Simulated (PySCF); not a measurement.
**TeO₂: bending curve**

These are results of BP86/[Te def2-TZVP with ECP28, O def2-TZVP], scalar-relativistic core potentials, density fitting, no spin–orbit coupling, PySCF, not measurements.

Rigid scan from the singlet minimum (Te–O 1.817 Å (×2); O–Te–O 110.4°). Coordinate: the O–Te–O angle, bonds fixed. Energies in kJ/mol from the minimum.

```csv
bond angle (°),E (kJ/mol),dipole size (D)
80,115.4,5.13
90,46.0,4.81
100,11.0,4.37
110,0.0,3.84
120,8.0,3.25
130,31.0,2.61
140,65.7,1.95
150,108.9,1.31
160,155.8,0.73
170,195.9,0.29
180,212.8,0.00
```

With the bonds held, the linear shape lies 212.8 kJ/mol from the minimum.
